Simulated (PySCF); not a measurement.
**Correlation energy of C²⁺ (carbon, charge +2)**

[He] 2s2, closed-shell 1S. Calculation: PySCF 2.14, in aug-cc-pVDZ; the non-relativistic Hamiltonian (point nucleus). Frozen: 1s2; 2 electrons correlated.

Total MP2 correlation energy: -39.60 mhartree.

Same-spin part 0.00 and opposite-spin part -39.60 mhartree; SCS-MP2 scales them by 1/3 and 6/5 to -47.52 mhartree.

With two correlated electrons CCSD is exact within the correlated space (frozen core and kept virtual orbitals).

| level | correlation energy (mhartree) |
| --- | --- |
| CCSD | -72.01 |

Diagnostics: T1 = 0.0085, D1 = 0.0120, largest double amplitude 0.157.

A double-excitation amplitude exceeds 0.15, a sign of near-degeneracy.

Cost of the coupled-cluster step: 0.05 s of wall time on 1 thread of Neoverse-V1 (shared host), for 2 correlated electrons.
